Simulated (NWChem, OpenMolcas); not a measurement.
## How basis sets differ on CH7BNP (SMILES CB(N)P)

CH7BNP: 11 atoms, total charge 0, spin state singlet. As SMILES, `CB(N)P`. The coordinates come from a PBE0-D4/def2-TZVP relaxation. This is one conformer, not always the lowest.

Each level gives the HOMO–LUMO gap (eV). The values are calculated.

```csv
level,kind,program,value (eV),CPU time
HF/ANO-R0 (sfX2C),Hartree–Fock,OpenMolcas,13.81,4 s
HF/ANO-RCC-MB (DKH2),Hartree–Fock,OpenMolcas,14.89,4.4 s
HF/STO-3G,Hartree–Fock,OpenMolcas,15.87,2.8 s
HF/3-21G,Hartree–Fock,OpenMolcas,14.01,4 s
HF/def2-SVP,Hartree–Fock,NWChem,13.53,16 s
```

The values span 13.53 to 15.87 eV. A Hartree–Fock LUMO above zero doesn't converge with the basis: it sinks as sets grow more diffuse. Orbital gaps aren't excitation energies. CPU times are rough (shared hosts, several kinds of processor and program).
